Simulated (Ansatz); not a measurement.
C2H10N2Si (`CN[SiH2]NC`). The species carries charge 0 and has multiplicity 1. The structure was optimised at the PBE0-D4/def2-TZVP level. It is one conformer, not always the lowest.

```xyz
15

C    -1.793    1.588   -0.364
N    -0.502    0.968   -0.547
Si   -0.215   -0.706   -0.750
N     1.307   -1.099   -0.081
C     1.696   -0.880    1.294
H    -1.747    2.398    0.372
H    -2.500    0.846    0.015
H    -2.216    1.998   -1.290
H     0.223    1.609   -0.829
H    -1.412   -1.333   -0.111
H    -0.112   -1.219   -2.150
H     1.880   -1.765   -0.574
H     1.083   -0.081    1.718
H     2.740   -0.559    1.369
H     1.568   -1.767    1.927
```

**Question.** What is the dipole moment at ωB97M-V/def2-TZVPP? (Best estimate.)

**Answer.** Computed: 1.04 D, with components (0.78, 0.62, 0.31) D in this frame, pointing from negative to positive charge.

**Question.** And with PBE, r2SCAN, B3LYP? (An estimate is asked.)

**Answer.** The calculation gave: PBE 1.10 D, r2SCAN 1.10 D, B3LYP 1.03 D.

**Question.** Give the Mulliken charges with ωB97M-V, r2SCAN, B3LYP in def2-TZVPP. (Estimate.)

**Answer.** Ansatz gave: 
| atom | ωB97M-V | r2SCAN | B3LYP |
| --- | --- | --- | --- |
| C1 | -0.22 | -0.04 | -0.17 |
| N2 | -0.31 | -0.35 | -0.32 |
| Si3 | 0.37 | 0.46 | 0.44 |
| N4 | -0.31 | -0.36 | -0.32 |
| C5 | -0.23 | -0.04 | -0.17 |
| H6 | 0.11 | 0.05 | 0.09 |
| H7 | 0.10 | 0.05 | 0.09 |
| H8 | 0.11 | 0.05 | 0.09 |
| H9 | 0.09 | 0.13 | 0.11 |
| H10 | -0.07 | -0.12 | -0.12 |
| H11 | -0.07 | -0.12 | -0.11 |
| H12 | 0.09 | 0.13 | 0.12 |
| H13 | 0.10 | 0.05 | 0.09 |
| H14 | 0.11 | 0.05 | 0.09 |
| H15 | 0.11 | 0.05 | 0.09 |

B3LYP here is the variant with VWN-RPA as its local correlation; programs differ in this.
